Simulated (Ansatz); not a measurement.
Ideal-gas functions of ClFH₂MoO₃ (`[O]=[Mo]([OH])([OH])([F])[Cl]`) at 400 K and 1 bar, from an Ansatz frequency run at PBE0-D4/def2-TZVP.

Molar mass 200.4 g/mol, point group C1 (symmetry number 1), electronic degeneracy 1, moments of inertia 193.204, 283.291, 335.271 u Å². Harmonic wavenumbers (cm⁻¹, unscaled): 89, 108, 200, 237, 274, 301, 341, 405, 453, 492, 592, 636, 693, 760, 859, 1101, 3847, 3868.

Use S(trans) = R[1.5 ln M + 2.5 ln T − 1.1517]; rotational temperatures θ = 24.2544 K / I; S(rot) = R[ln(√π/σ · √(T³/θAθBθC)) + 1.5]; for each mode x = 1.438777 ν̃/T, S = R[x/(eˣ − 1) − ln(1 − e⁻ˣ)] and H = RT x/(eˣ − 1); 1 cm⁻¹ = 0.0119627 kJ/mol; R = 8.31446 J/(mol·K).

Task: By hand: the entropy, in J/(mol·K).

Result: Translation 181.1. Rotation: θ = 0.1255, 0.0856, 0.0723 K, giving 121.7. Vibration, mode by mode: 17.82, 16.23, 11.23, 9.89, 8.76, 8.05, 7.12, 5.88, 5.12, 4.58, 3.44, 3.04, 2.59, 2.14, 1.61, 0.80, 0.00, 0.00, in all 108.3. Electronic 0.0. Sum 411.1 J/(mol·K).

Task: By hand: H − E and G − E in kJ/mol, counted from the electronic energy.

Result: Zero-point energy ½ × 15256 × 0.0119627 = 91.3; thermal vibration 23.4; translation, rotation and pV give 4 RT = 13.3. H − E = 128.0 kJ/mol, and G − E = 128.0 − 400 × 411.1/1000 = -36.4 kJ/mol.

Vibration gives 26 % of the entropy, 34.0 J/(mol·K) of it from the modes under 150 cm⁻¹: soft modes count most, and the harmonic formula is weakest for them. The sum counts one conformer and one mirror image; others add a mixing term.
